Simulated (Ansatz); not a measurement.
Total energies of C9H16 (`C#CCCCCCCC`).

```xyz
25

C    -2.6953    1.5016   -3.4308
C    -1.8477    1.5795   -2.5839
C    -0.8057    1.6504   -1.5751
C     0.3401    0.6723   -1.8382
C     1.4769    0.7946   -0.8319
C     1.0947    0.5441    0.6224
C     0.5104   -0.8332    0.8900
C     0.2280   -1.0857    2.3619
C    -0.3593   -2.4607    2.6273
H    -3.4497    1.4377   -4.1783
H    -1.2521    1.4556   -0.5945
H    -0.4138    2.6736   -1.5349
H     0.7278    0.8528   -2.8446
H    -0.0591   -0.3457   -1.8459
H     2.2657    0.0895   -1.1171
H     1.9197    1.7939   -0.9158
H     1.9884    0.6766    1.2427
H     0.3871    1.3091    0.9632
H     1.2014   -1.5998    0.5159
H    -0.4190   -0.9655    0.3235
H    -0.4570   -0.3145    2.7334
H     1.1560   -0.9640    2.9325
H     0.3205   -3.2499    2.2938
H    -0.5535   -2.6175    3.6907
H    -1.3045   -2.5949    2.0937
```

Charge 0, multiplicity 1. All single points use the PBE0-D4/def2-TZVP geometry. It is one conformer, not always the lowest. Basis def2-TZVPP, Ansatz.

RPA on PBE orbitals: Hartree–Fock energy of these orbitals -350.11974 Eh, correlation -2.53907 Eh (frozen core).

| functional | energy without D4 (Eh) | D4 term (kJ/mol) |
| --- | --- | --- |
| PBE | -352.15634 | -52.7 |
| revPBE | -352.54337 | -174.2 |
| BLYP | -352.45451 | -114.9 |
| r2SCANh | -352.42209 | -15.6 |
| HSE06 (plane-wave form) | -352.19621 | -41.4 |
| BHLYP | -352.43266 | -57.2 |
| ωB97X-V | -352.56456 | – |
| ωB97M-V | -352.46897 | – |
| B2PLYP | -352.32290 | – |
| PBE-QIDH | -352.17342 | – |

Q: Give the same for LDA (SPW92), r2SCAN, B97M-V, PBE0, B3LYP, r2SCAN0, CAM-B3LYP, LC-ωPBE. (Estimate.)

A: The calculation gave: 
```json
{"functional": "LDA (SPW92)", "energy without D4 (Eh)": "-349.31458", "D4 term (kJ/mol)": "–"}
{"functional": "r2SCAN", "energy without D4 (Eh)": "-352.43358", "D4 term (kJ/mol)": "-15.0"}
{"functional": "B97M-V", "energy without D4 (Eh)": "-352.67491", "D4 term (kJ/mol)": "–"}
{"functional": "PBE0", "energy without D4 (Eh)": "-352.21860", "D4 term (kJ/mol)": "-44.8"}
{"functional": "B3LYP", "energy without D4 (Eh)": "-352.67655", "D4 term (kJ/mol)": "-82.6"}
{"functional": "r2SCAN0", "energy without D4 (Eh)": "-352.40651", "D4 term (kJ/mol)": "-17.0"}
{"functional": "CAM-B3LYP", "energy without D4 (Eh)": "-352.45046", "D4 term (kJ/mol)": "-44.8"}
{"functional": "LC-ωPBE", "energy without D4 (Eh)": "-352.43174", "D4 term (kJ/mol)": "–"}
```

B3LYP takes the VWN-RPA correlation (the form of Gaussian; ORCA's B3LYP/G). HSE06 is the plane-wave form, built on full-range PBE exchange. The double hybrids freeze the cores in their second-order part.

LC-ωPBE has ω = 0.4 bohr⁻¹.
